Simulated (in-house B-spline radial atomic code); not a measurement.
Checks on a self-consistent run for Rb III (Rb2+), [Ar] 3d10 4s2 4p4 5d1. Computed with a radial B-spline atomic code at the basis-set limit: Dirac-Hartree-Fock, average of configuration, Fermi nucleus of rms radius 4.2036 fm.

```csv
orbital,q,ε (Eh),<1/r>,<r²>,small-component weight
1s1/2,2,-563.25975,37.881,0.00218597,0.018065
2s1/2,2,-78.61110,8.53146,0.0370277,0.0036352
2p1/2,2,-71.12653,8.46627,0.0284757,0.0036034
2p3/2,4,-68.87407,8.1589,0.0298762,0.0035113
3s1/2,2,-13.65352,2.83579,0.294854,0.00090421
3p1/2,2,-10.90772,2.71488,0.303201,0.00084668
3p3/2,4,-10.55420,2.64424,0.314746,0.00082374
3d3/2,4,-5.76903,2.40623,0.328321,0.00070309
3d5/2,6,-5.70898,2.38734,0.332799,0.000696
4s1/2,2,-2.47902,0.938141,2.24412,0.0001575
4p1/2,1.3333,-1.78323,0.833595,2.80564,0.00012992
4p3/2,2.6667,-1.74312,0.817803,2.89594,0.00012652
5d3/2,0.4,-0.32398,0.221955,41.6321,1.602e-05
5d5/2,0.6,-0.32333,0.221318,41.8291,1.5946e-05
```

Electron-electron repulsion V_ee = 1115.1070 hartree.

(1) What total energy follows from the eigenvalues?

(2) Does the Dirac virial theorem hold?

(3) What diamagnetic shielding (Lamb formula) and susceptibility (Langevin formula) do the radii give?

Answers

(1) The eigenvalues count the repulsion twice, so E = Σqε - V_ee = -1862.468 - 1115.107 = -2977.575 hartree; the run printed -2977.575.

(2) For a point nucleus E = -2c²Σq·w, with w the small-component weight. Here Σq·w = 0.079279 and c = 137.0360, so the ratio E/(-2c²Σq·w) is 1.000018; the finite nucleus accounts for the departure from 1.

(3) σ = (α²/3)Σq<1/r> = 193.41/(3·137.036²) = 3433.1 ppm, and χ = -0.79199×10⁻⁶·Σq<r²> = -50.47×10⁻⁶ cm³/mol with Σq<r²> = 63.722 bohr². Both are non-relativistic formulas without the paramagnetism of open shells.
